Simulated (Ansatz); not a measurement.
CH5GaOS (`[OH][GaH][CH2]S`), relaxed with RKS PBE0-D4/def2-TZVP in Ansatz 0.2.0 from a GFN2-xTB geometry. The force threshold is 0.005 eV/Å; the program also tests the step.

Charge 0, multiplicity 1.

Start:

```xyz
9

O    -2.309   -0.147    0.123
Ga   -0.662   -0.539    0.270
C     0.697    0.783   -0.485
S     2.325   -0.035   -0.365
H    -3.248   -0.266    0.217
H    -0.184   -1.862    0.949
H     0.739    1.746    0.031
H     0.522    0.977   -1.546
H     2.122   -0.658    0.805
```

(1) By how much does the energy fall, and how many steps does the optimiser take? (Best estimate.)

(2) Which bonds change most? (An estimate is asked.)

(3) Give the relaxed structure. (An estimate is asked.)

Answers

(1) Ansatz gave: 10.25 kcal/mol, in 19 steps.

(2) Computed: O1–Ga2 from 1.699 to 1.790 Å; Ga2–C3 from 2.041 to 1.958 Å; O1–H5 from 0.951 to 0.959 Å; C3–H7 from 1.093 to 1.087 Å.

(3) Ansatz gave: 
```xyz
9

O    -2.182   -0.331   -0.482
Ga   -0.697   -0.234    0.513
C     0.690    0.916   -0.252
S     1.812   -0.376   -0.894
H    -2.806   -1.000   -0.193
H    -0.539   -1.142    1.777
H     1.227    1.625    0.374
H     0.310    1.432   -1.134
H     2.185   -0.889    0.291
```
